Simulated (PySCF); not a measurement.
F₂H₅NOSi₂, SMILES F[SiH](F)O[SiH2]N. Geometry optimised at r2SCAN-D4/def2-SVP. The structure was generated by enumeration, and PubChem lists no compound with its InChIKey, so it may never have been made. Other conformers were not sampled.

Computed equilibrium geometry at r2SCAN-D4/def2-SVP (PySCF confirms it by a frequency run) as Cartesian coordinates in Å (one conformer of several):
```xyz
11

Si     1.0963    -0.7306     0.3137
F      2.3806    -0.4744    -0.6220
F      0.1678    -1.7910    -0.4781
O      0.2620     0.6457     0.5245
Si    -1.1421     1.3861    -0.0548
N     -2.5648     0.4457     0.1051
H      1.5400    -1.3168     1.5855
H     -0.9270     1.6530    -1.5014
H     -1.2931     2.6173     0.7578
H     -3.0237     0.3260     1.0024
H     -2.7326    -0.3520    -0.5006
```
Charge 0, spin multiplicity 1.
